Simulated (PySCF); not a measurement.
This script is equivalent to a calculation on Ge⁺ (germanium, charge +1).

```python
from pyscf import gto, scf, dft, mp, cc
import basis_set_exchange as bse
txt = bse.get_basis("aug-cc-pwCVDZ-PP", elements=["Ge"], fmt="nwchem", header=False)
cut = txt.index("\nECP")
mol = gto.M(atom="Ge 0 0 0", charge=1, spin=1, symmetry="D2h",
            basis=gto.basis.parse(txt[:cut]),
            ecp={"Ge": gto.basis.parse_ecp(txt[cut:])})
mf = dft.UKS(mol, xc="R2SCAN")
mf.irrep_nelec = {'Ag': (4, 4), 'B1g': (1, 1), 'B2g': (1, 1), 'B3g': (1, 1), 'B1u': (1, 1), 'B2u': (2, 1), 'B3u': (1, 1)}
mf.kernel()
```

Q: What total energy does it give?

A: -294.110 hartree (calculated).

Q: Which occupied shell lies highest, and where?

A: 4p α, at -12.040 eV.

Q: What is ⟨S²⟩, and what would a pure spin state give?

A: 0.755, against 0.75.

Energies and moments cover only the electrons outside the core potential.
